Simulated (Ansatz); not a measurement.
As4, SMILES `[As]12[As]3[As]1[As]23`, relaxed with RKS PBE0-D4/def2-TZVP in Ansatz from a PBE-D4/def2-SVP geometry. The force threshold is 0.005 eV/Å; the program also tests the step.

Total charge 0; spin multiplicity 1.

Start:

```xyz
4

As   -1.230   -0.622    0.612
As    1.104   -1.025   -0.062
As    0.445    1.168    0.843
As   -0.319    0.479   -1.394
```

| step | energy (eV) | largest force (eV/Å) | largest move (Å) |
| --- | --- | --- | --- |
| 1 | -243339.1912 | 0.718 | 0.000 |
| 2 | -243339.2287 | 0.204 | 0.030 |
| 3 | -243339.2316 | 0.005 | 0.006 |
| 4 | -243339.2316 | 0.000 | 0.000 |

End:

```xyz
4

As   -1.211   -0.612    0.602
As    1.087   -1.009   -0.061
As    0.438    1.150    0.830
As   -0.314    0.472   -1.372
```

Hardware: 4 threads of an Arm Neoverse V1 on a shared host. Wall time 41 s, peak host memory 0.67 GiB.
